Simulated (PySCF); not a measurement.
Method: B3LYP-D3(BJ)/def2-TZVP // M06-2X/def2-TZVP run with PySCF. All species are isolated molecules in the gas phase. One relaxed conformer stands for a flexible species; it need not be the lowest. B3LYP has the VWN-RPA correlation part, as in Gaussian. Excitations are Tamm–Dancoff values on a coarser integration grid. The basis has no diffuse functions, so Rydberg states are missing or too high.

Reference species (SMILES): `C#CCO` (neutral, multiplicity 1).

```yaml
T1 excitation (TDA): 5.42 eV
HOMO: -7.69 eV
HOMO–LUMO gap: 7.76 eV
S1–T1 gap (TDA): 0.85 eV
```

Changed species: `O=C=CC`.

Task: Predict the effect on the T1 excitation (TDA), HOMO, HOMO–LUMO gap and S1–T1 gap (TDA).

Result: the T1 excitation (TDA) decreases by 2.15 eV, to 3.27 eV; the HOMO goes up by 1.31 eV, to -6.38 eV; the HOMO–LUMO gap drops by 2.43 eV, to 5.33 eV; the S1–T1 gap (TDA) decreases by 0.48 eV, to 0.37 eV.
